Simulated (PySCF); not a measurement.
## C6H9NOSi: core ionisation energies

C₆H₉NOSi.
Z-matrix (Å and degrees, PBE0-D3(BJ)/def2-SVP geometry), rows numbered from 1:
```
C 
O   1  1.3995
Si  2  1.6623  1  124.69
C   3  1.8716  2  107.54  1  -179.44
C   4  1.4008  3  121.57  2    78.79
C   5  1.3943  4  119.30  3  -179.24
N   6  1.3306  5  123.43  4    -0.29
C   7  1.3296  6  117.64  5     0.07
C   8  1.3953  7  123.48  6     0.05
H   1  1.1060  2  112.03  3    62.69
H   1  1.1003  2  108.74  3  -178.14
H   1  1.1061  2  112.17  3   -58.91
H   3  1.4973  2  109.93  1   -59.72
H   3  1.4969  2  110.65  1    61.21
H   5  1.0936  4  121.15  3     0.68
H   6  1.0965  5  120.14  4   179.78
H   8  1.0965  7  116.42  6  -179.87
H   9  1.0935  4  121.07  3    -0.74
```

Computed with delta-SCF UKS SCAN, pcX-2 on the ionised atom, pcseg-1 elsewhere, spin-free X2C in PySCF 2.14.0. Each binding energy is the total energy of the core-ionised species, with the hole localised on one atom, minus that of the ground state; both are solved self-consistently, so orbital relaxation is included.

Task: Give the core binding energies atom by atom.

Result: 
```json
{"atom(s)": "C1", "bonded to": "O and 3 H", "level": "C 1s", "binding energy (eV)": "292.49", "2p1/2 (eV)": "–", "above the level's lowest (eV)": "+2.11", "count": "1"}
{"atom(s)": "O2", "bonded to": "C and Si", "level": "O 1s", "binding energy (eV)": "538.05", "2p1/2 (eV)": "–", "above the level's lowest (eV)": "0.00", "count": "1"}
{"atom(s)": "Si3", "bonded to": "O, C and 2 H", "level": "Si 2p3/2", "binding energy (eV)": "107.20", "2p1/2 (eV)": "107.82", "above the level's lowest (eV)": "0.00", "count": "1"}
{"atom(s)": "Si3", "bonded to": "O, C and 2 H", "level": "Si 1s", "binding energy (eV)": "1847.10", "2p1/2 (eV)": "–", "above the level's lowest (eV)": "0.00", "count": "1"}
{"atom(s)": "C4", "bonded to": "2 C (aromatic in the SMILES) and Si", "level": "C 1s", "binding energy (eV)": "290.38", "2p1/2 (eV)": "–", "above the level's lowest (eV)": "0.00", "count": "1"}
{"atom(s)": "C5/C9", "bonded to": "2 C (aromatic in the SMILES) and H", "level": "C 1s", "binding energy (eV)": "290.54", "2p1/2 (eV)": "–", "above the level's lowest (eV)": "+0.16", "count": "2"}
{"atom(s)": "C6/C8", "bonded to": "N (aromatic in the SMILES), C (aromatic in the SMILES) and H", "level": "C 1s", "binding energy (eV)": "291.19", "2p1/2 (eV)": "–", "above the level's lowest (eV)": "+0.81", "count": "2"}
{"atom(s)": "N7", "bonded to": "2 C (aromatic in the SMILES)", "level": "N 1s", "binding energy (eV)": "404.55", "2p1/2 (eV)": "–", "above the level's lowest (eV)": "0.00", "count": "1"}
```

Lowest listed C 1s: C4, bonded to 2 C (aromatic in the SMILES) and Si. Highest, 2.11 eV above it: C1, bonded to O and 3 H. Summing the Pauling electronegativity differences to the bonded atoms, each weighted by its formal bond order, gives -0.65 for the lowest site and -0.16 for the highest; the largest sum, +0.39, belongs to C6/C8, 1.30 eV below the top.

Task: Which photon wavelength matches the Si 2p3/2 of Si3 threshold?

Result: λ = hc/E = 12398.42 eV Å / 107.20 eV = 115.657 Å.

Task: Which effective nuclear charge Zeff reproduces each element's mean 1s value in the hydrogen-like formula E = 13.606 eV × Zeff²?

Result: C (Z = 6): mean 291.1 eV, Zeff = 4.63, Z − Zeff = 1.37; N (Z = 7): mean 404.6 eV, Zeff = 5.45, Z − Zeff = 1.55; O (Z = 8): mean 538.1 eV, Zeff = 6.29, Z − Zeff = 1.71; Si (Z = 14): mean 1847.1 eV, Zeff = 11.65, Z − Zeff = 2.35. Means run over the listed sites, weighted by atom count.

One atom of each set of topologically equivalent atoms was ionised and stands for the set; in this conformer not all members are related by symmetry, and their own values weren't computed. For 2p shells one spin-free hole was relaxed; a mean-field spin–orbit operator and the ground-state splitting of the three 2p orbitals were then diagonalised within the shell. The shell's mean is (2 × 2p3/2 + 2p1/2)/3, and the degeneracies 2j + 1 give areas of 2:1. 2p1/2 minus 2p3/2 (ligand field included): Si 0.62 eV. One conformer (not necessarily the lowest) at the PBE0-D3(BJ)/def2-SVP geometry, without solvent, vibrations or thermal averaging.
